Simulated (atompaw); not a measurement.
An all-electron radial function and its pseudo partner (S)

Columns: radius, all-electron u(r) and pseudo u(r) of the 3p shell (level -27.99 eV) of sulfur in the configuration [Ne] 3s2 3p2; PBE, non-relativistic, PAW (atompaw) scheme, atompaw 4.2.0.5.

```csv
r (bohr),all-electron,pseudo
0.060,0.0921,-0.0045
0.119,0.2320,-0.0175
0.179,0.3362,-0.0391
0.238,0.3828,-0.0681
0.298,0.3779,-0.1044
0.358,0.3321,-0.1468
0.417,0.2592,-0.1933
0.477,0.1675,-0.2443
0.537,0.0662,-0.2977
0.596,-0.0365,-0.3513
0.656,-0.1396,-0.4059
0.715,-0.2367,-0.4585
0.775,-0.3289,-0.5099
0.835,-0.4133,-0.5584
0.894,-0.4879,-0.6026
0.954,-0.5553,-0.6436
1.013,-0.6131,-0.6795
1.073,-0.6635,-0.7115
1.133,-0.7058,-0.7389
1.192,-0.7397,-0.7613
1.252,-0.7668,-0.7797
1.312,-0.7869,-0.7937
1.371,-0.8005,-0.8035
1.431,-0.8085,-0.8095
1.490,-0.8113,-0.8114
1.550,-0.8095,-0.8095
```

How many radial nodes do the two functions have?

The all-electron 3p function has n − l − 1 = 1; the pseudo-wave has 0, since the states of the same l below it are removed with the core.

Where does each function peak?

Outermost all-electron maximum near 1.49 bohr, pseudo maximum near 1.49 bohr (to the table’s step).

Is the pseudo-wave norm-conserving?

No, it belongs to a PAW set: the norm inside the radius is not constrained, and the difference is carried by the augmentation charge.
